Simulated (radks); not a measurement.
Values are calculated unless marked as measured or tabulated.
Excited configurations of Ce3+: one electron is placed in a higher orbital outside [Xe]. The ground configuration is [Xe] 4f1. Code: a radial shooting solver on a logarithmic mesh with Libxc functionals. Model: Dirac Kohn-Sham, PBE, spin-unpolarised, spherical densities, point nucleus; open shells are shared between the two j in proportion to 2j + 1. Excitation = E - E(ground); binding = E(ion) - E, where the ion is the core of charge +4; n* = 4/sqrt(2 binding) in atomic units, and the quantum defect is n - n*. Eigenvalue and <r> are those of j = l + 1/2.

| outer orbital | excitation (eV) | binding (eV) | quantum defect | eigenvalue (eV) | <r> (bohr) |
|---|---|---|---|---|---|
| 5f | 23.458 | 14.237 | 1.090 | -11.766 | 4.205 |
| 6s | 11.476 | 26.219 | 3.119 | -22.953 | 3.259 |
| 6d | 22.603 | 15.091 | 2.202 | -13.148 | 4.911 |
| 7s | 23.224 | 14.471 | 3.121 | -12.917 | 5.823 |
| 7p | 25.224 | 12.470 | 2.822 | -10.997 | 6.570 |
| 7f | 31.155 | 6.540 | 1.230 | -5.783 | 11.29 |

The Delta-SCF ionisation energy is 37.695 eV (NIST Atomic Spectra Database: 36.91 eV, semi-empirical). Self-interaction in the functional shifts the binding energies and quantum defects, so they are the method's values and not measured ones. Spin polarisation and multiplet splitting are left out, so open shells lie too high by an amount that depends on their filling. Sharing an open shell by 2j + 1 raises it above the true ground level by a part of the spin-orbit splitting, which enters the differences from NIST.

Beside tabulated values, note that spin-unpolarised runs miss the spin-polarisation part of the exchange energy of open shells.
